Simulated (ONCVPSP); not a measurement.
# Configuration tests for N (Z = 7) (ONCV)

```
Element                 : nitrogen
Generator               : ONCVPSP 4.0.1
Type                    : optimised norm-conserving Vanderbilt (ONCV)
Functional              : PBE
Relativity              : scalar-relativistic
Frozen core             : [He]
Valence charge          : 5
Reference configuration : 2s1.75 2p3.25
Partial waves           : 2s: rc 0.70 bohr, ncon 4, nbas 9, qcut 8.6 1/bohr, 2 projectors, debl 1.3 Ha; 2p: rc 1.55 bohr, ncon 4, nbas 7, qcut 6.8 1/bohr, 2 projectors, debl 2.1 Ha; d scattering state at 0.1 Ha: rc 1.55 bohr, ncon 3, nbas 6, qcut 6.9 1/bohr, 3 projectors, debl 1.7 Ha
Local potential         : polynomial inside 0.60 bohr (lpopt 5, dvloc0 3 Ha)
Core correction         : Teter function, fcfact 4.5, rcfact 1.6
```

Energies are relative to the spin-unpolarised reference configuration 2s1.75 2p3.25; without spin polarisation the order of configurations can differ from experiment.

| valence configuration | charge | ΔE all-electron (eV) | error AE − PS (meV) |
| --- | --- | --- | --- |
| 2s2 2p2 | +1 | 10.717 | +35 |
| 2s2 2p1 | +2 | 39.571 | +237 |
| 2s2 2p0 | +3 | 86.653 | +906 |

Task: What are ΔE and the potential's error for 2s2 2p3?

Result: ΔE = -2.874 eV all-electron; the error (AE − PS) is +0.2 meV.

Note: ghosts flagged at negative energy: s at -284.8 eV; no localised positive-energy state flagged. A true bound ghost makes a file unfit for plane-wave use.
